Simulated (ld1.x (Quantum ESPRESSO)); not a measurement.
# tellurium, TM semilocal: configuration errors across variants

Te, norm-conserving Troullier–Martins (semilocal form), made with ld1.x (Quantum ESPRESSO) 7.5 (PBEsol, scalar-relativistic). Core [Kr], reference 4d10 5s2 5p4. Waves: 5s (bound): rc 1.75 bohr; 4d (bound): rc 1.40 bohr; 5p (bound): rc 2.00 bohr. Local part: the p channel. Core correction: none.

All-electron excitation energies from the reference (eV): (1) 4d10 5s2 5p3 9.753; (2) 4d10 5s2 5p2 27.722; (3) 4d10 5s2 5p1 54.678; (4) 4d10 5s2 5p4.3 -1.472; (5) 4d10 5s2 5p3.5 3.907; (6) 4d9 5s2 5p5 38.180; (7) 4d10 5s2 5p0 91.201.

A semilocal file is local in each channel, so a ghost entry of none says nothing of the separable form that plane-wave codes build from it.

A true bound ghost makes a file unfit for plane-wave use even where its test errors are small: the radial tests pick states by their node count and pass the ghost by.

Errors AE − PS in meV (a dash: test not solved or not reliable):

```csv
change,(1),(2),(3),(4),(5),(6),(7),bound ghosts
base,-0.9,+0.1,+3.3,+0.4,-0.7,-268,+7.2,none
wave 5s (bound): rc 1.75 bohr becomes 5s (bound): rc 1.22 bohr,+7.8,+49,+146,+0.8,+1.1,+944,+331,s
wave 5s (bound): rc 1.75 bohr becomes 5s (bound): rc 1.42 bohr,-0.7,+2.0,+11,+0.4,-0.6,-154,+32,none
wave 5s (bound): rc 1.75 bohr becomes 5s (bound): rc 1.58 bohr,-0.8,+0.7,+5.6,+0.4,-0.6,-244,+14,none
wave 5s (bound): rc 1.75 bohr becomes 5s (bound): rc 1.94 bohr,-0.9,+0.2,+3.6,+0.4,-0.7,-268,+8.0,none
wave 5s (bound): rc 1.75 bohr becomes 5s (bound): rc 2.06 bohr,-0.8,+0.7,+5.6,+0.4,-0.6,-260,+14,none
wave 5s (bound): rc 1.75 bohr becomes 5s (bound): rc 2.32 bohr,-0.3,+4.6,+20,+0.4,-0.5,-220,+53,none
```

Problem. Give the same row for: wave 5s (bound): rc 1.75 bohr becomes 5s (bound): rc 2.60 bohr.

Solution. +0.7, +12, +45, +0.5, -0.4, -168, +121; bound ghosts: none.
